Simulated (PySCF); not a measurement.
F₃In, triplet, geometry from GFN2-xTB (such geometries of metal compounds can be far from the true shape) (a higher spin typed on purpose: for a closed-shell molecule this is an excited state) (all electrons, no relativity), with bond 2-1 at 2.2 times its length; PBE0/STO-3G in PySCF.

Input for PySCF:
```python
from pyscf import gto, scf, dft

mol = gto.Mole()
mol.atom = '''
    In   -0.00000000   -0.00000000   -0.00000000
    F    -4.37975512   -2.66419118    0.07786629
    F     0.01794243    2.18957193   -0.79780488
    F     1.97285535   -0.97857595    0.76241111
'''
mol.basis = 'sto-3g'
mol.spin = 2
mol.verbose = 4
mol.build()

mf = dft.UKS(mol)
mf.xc = 'pbe0'
mf.kernel()
mo_i, mo_e, stable_i, stable_e = mf.stability(internal=True, external=False, return_status=True, nroots=6, tol=1e-6)
print('internally stable:', stable_i, ' externally stable:', stable_e)
if not stable_i:
    umf = mf.copy()
    umf.scf_summary = {}
    umf.kernel(umf.make_rdm1(mo_i, mf.mo_occ))
```

What the program printed (banner, timings and long lists left out):

```
PySCF version 2.14.0

[INPUT] verbose = 4
[INPUT] num. atoms = 4
[INPUT] num. electrons = 76
[INPUT] charge = 0
[INPUT] spin (= nelec alpha-beta = 2S) = 2
[INPUT] symmetry False subgroup None
[INPUT] Mole.unit = angstrom
[INPUT] Symbol           X                Y                Z      unit          X                Y                Z       unit  Magmom
[INPUT]  1 In     0.000000000000   0.000000000000   0.000000000000 AA    0.000000000000   0.000000000000   0.000000000000 Bohr   0.0
[INPUT]  2 F     -4.379755120000  -2.664191180000   0.077866290000 AA   -8.276537669462  -5.034591673682   0.147145962436 Bohr   0.0
[INPUT]  3 F      0.017942430000   2.189571930000  -0.797804880000 AA    0.033906278709   4.137691277735  -1.507632724041 Bohr   0.0
[INPUT]  4 F      1.972855350000  -0.978575950000   0.762411110000 AA    3.728156294883  -1.849240537586   1.440748192226 Bohr   0.0

nuclear repulsion = 269.385081263329
number of shells = 20
number of NR pGTOs = 126
number of NR cGTOs = 42
basis = sto-3g
ecp = {}

******** <class 'pyscf.dft.uks.UKS'> ********
method = UKS
initial guess = minao
damping factor = 0
level_shift factor = 0
DIIS = <class 'pyscf.scf.diis.CDIIS'>
diis_start_cycle = 1
diis_space = 8
diis_damp = 0
SCF conv_tol = 1e-09
SCF conv_tol_grad = None
SCF max_cycles = 50
direct_scf = True
direct_scf_tol = 1e-13
number electrons alpha = 39  beta = 37
XC library pyscf.dft.libxc version 7.1.2
    S. Lehtola, C. Steigemann, M. J. T. Oliveira, and M. A. L. Marques,  SoftwareX 7, 1–5 (2018)
XC functionals = pbe0
    C. Adamo and V. Barone,  J. Chem. Phys. 110, 6158 (1999)
    M. Ernzerhof and G. E. Scuseria,  J. Chem. Phys. 110, 5029 (1999)
radial grids:
    Treutler-Ahlrichs [JCP 102, 346 (1995); DOI:10.1063/1.469408] (M4) radial grids

becke partition: Becke, JCP 88, 2547 (1988); DOI:10.1063/1.454033
pruning grids: <function nwchem_prune>
grids dens level: 3
symmetrized grids: False
atomic radii adjust function: <function treutler_atomic_radii_adjust>
small_rho_cutoff = 0
Set gradient conv threshold to 3.16228e-05
tot grids = 64664
init E= -5963.75564133298

cycle= 1 E= -5978.60402836698  delta_E= -14.8  |g|= 0.329  |ddm|=  1.7

cycle= 2 E= -5975.12599355369  delta_E= 3.48  |g|= 1.89  |ddm|= 3.22
cycle= 3 E= -5978.51858297487  delta_E= -3.39  |g|= 0.552  |ddm|= 2.09
cycle= 4 E= -5978.69853920318  delta_E= -0.18  |g|= 0.338  |ddm|= 0.39

cycle= 5 E= -5966.04811523282  delta_E= 12.7  |g|= 0.207  |ddm|= 3.98
cycle= 6 E= -5978.81831263649  delta_E= -12.8  |g|= 0.0705  |ddm|= 3.98

cycle= 7 E= -5966.04847541718  delta_E= 12.8  |g|= 0.206  |ddm|= 3.98

cycle= 8 E= -5966.0488752065  delta_E= -0.0004  |g|= 0.206  |ddm|= 0.00524

cycle= 9 E= -5970.7538179874  delta_E= -4.7  |g|= 0.206  |ddm|= 1.81

cycle= 10 E= -5978.61499000289  delta_E= -7.86  |g|= 0.279  |ddm|= 2.84
cycle= 11 E= -5978.64210850542  delta_E= -0.0271  |g|= 0.256  |ddm|= 0.0892
cycle= 12 E= -5978.76006350258  delta_E= -0.118  |g|= 0.252  |ddm|= 2.12
cycle= 13 E= -5978.65270281143  delta_E= 0.107  |g|= 0.249  |ddm|= 2.12
cycle= 14 E= -5978.65156851931  delta_E= 0.00113  |g|= 0.25  |ddm|= 0.0162

cycle= 15 E= -5978.19331709521  delta_E= 0.458  |g|= 0.598  |ddm|= 2.28

cycle= 16 E= -5978.40216823058  delta_E= -0.209  |g|= 0.446  |ddm|= 0.462

cycle= 17 E= -5978.54587165895  delta_E= -0.144  |g|= 0.29  |ddm|= 0.516

cycle= 18 E= -5978.72964465991  delta_E= -0.184  |g|=  0.3  |ddm|= 1.44
cycle= 19 E= -5978.69269766062  delta_E= 0.0369  |g|= 0.355  |ddm|= 0.372
cycle= 20 E= -5978.71990089879  delta_E= -0.0272  |g|= 0.147  |ddm|=  2.1
cycle= 21 E= -5978.65163569576  delta_E= 0.0683  |g|= 0.413  |ddm|=  2.1
cycle= 22 E= -5978.64991932486  delta_E= 0.00172  |g|= 0.414  |ddm|= 0.0196
cycle= 23 E= -5978.68571472146  delta_E= -0.0358  |g|= 0.366  |ddm|=  0.1

cycle= 24 E= -5979.27146450058  delta_E= -0.586  |g|= 0.0895  |ddm|= 1.43
cycle= 25 E= -5979.27899400524  delta_E= -0.00753  |g|= 0.0509  |ddm|= 0.109
cycle= 26 E= -5979.28240053674  delta_E= -0.00341  |g|= 0.0175  |ddm|= 0.114
cycle= 27 E= -5979.28277955183  delta_E= -0.000379  |g|= 0.00853  |ddm|= 0.0374
cycle= 28 E= -5979.2828863064  delta_E= -0.000107  |g|= 0.00133  |ddm|= 0.0244
cycle= 29 E= -5979.2828905074  delta_E= -4.2e-06  |g|= 0.00033  |ddm|= 0.00603
cycle= 30 E= -5979.28289121509  delta_E= -7.08e-07  |g|= 0.000104  |ddm|= 0.00342
cycle= 31 E= -5979.28289129837  delta_E= -8.33e-08  |g|= 4.07e-05  |ddm|= 0.00143
cycle= 32 E= -5979.28289130442  delta_E= -6.05e-09  |g|= 1.92e-05  |ddm|= 0.000235
cycle= 33 E= -5979.28289130847  delta_E= -4.04e-09  |g|= 1.65e-05  |ddm|= 0.000177
cycle= 34 E= -5979.28289131261  delta_E= -4.15e-09  |g|= 1.6e-05  |ddm|= 0.000186
cycle= 35 E= -5979.28289131594  delta_E= -3.33e-09  |g|= 1.58e-05  |ddm|= 0.00015
cycle= 36 E= -5979.28289131973  delta_E= -3.79e-09  |g|= 1.58e-05  |ddm|= 0.000169
cycle= 37 E= -5979.2828913264  delta_E= -6.67e-09  |g|= 1.58e-05  |ddm|= 0.000298
cycle= 38 E= -5979.28289133512  delta_E= -8.73e-09  |g|= 1.58e-05  |ddm|= 0.000391
cycle= 39 E= -5979.28289134074  delta_E= -5.61e-09  |g|= 1.58e-05  |ddm|= 0.000252
cycle= 40 E= -5979.28289151039  delta_E= -1.7e-07  |g|= 1.56e-05  |ddm|= 0.00766
cycle= 41 E= -5979.28289223916  delta_E= -7.29e-07  |g|= 1.52e-05  |ddm|= 0.034
cycle= 42 E= -5979.28289293495  delta_E= -6.96e-07  |g|= 1.47e-05  |ddm|= 0.034
cycle= 43 E= -5979.28289501484  delta_E= -2.08e-06  |g|= 1.18e-05  |ddm|= 0.119
cycle= 44 E= -5979.28289552285  delta_E= -5.08e-07  |g|= 9.45e-06  |ddm|= 0.0458
cycle= 45 E= -5979.28289541875  delta_E= 1.04e-07  |g|= 1.24e-05  |ddm|= 0.119
cycle= 46 E= -5979.28289558445  delta_E= -1.66e-07  |g|= 8.31e-06  |ddm|= 0.111
cycle= 47 E= -5979.28289575109  delta_E= -1.67e-07  |g|= 3.18e-06  |ddm|= 0.038
cycle= 48 E= -5979.28289572274  delta_E= 2.84e-08  |g|= 4.02e-06  |ddm|= 0.0118
cycle= 49 E= -5979.28289558849  delta_E= 1.34e-07  |g|= 7.71e-06  |ddm|= 0.0255
cycle= 50 E= -5979.2828957569  delta_E= -1.68e-07  |g|= 2.59e-06  |ddm|= 0.0427
SCF not converged.
SCF energy = -5979.2828957569 after 50 cycles  <S^2> = 2.0354151  2S+1 = 3.0235179
uhf_internal: lowest eigs of H = [0.00017249 0.00033444 0.08457696 0.09598085 0.11291579 0.11969132]
<class 'pyscf.dft.uks.UKS'> wavefunction is stable in the internal stability analysis
internally stable: True  externally stable: None
```

Convergence was not reached.
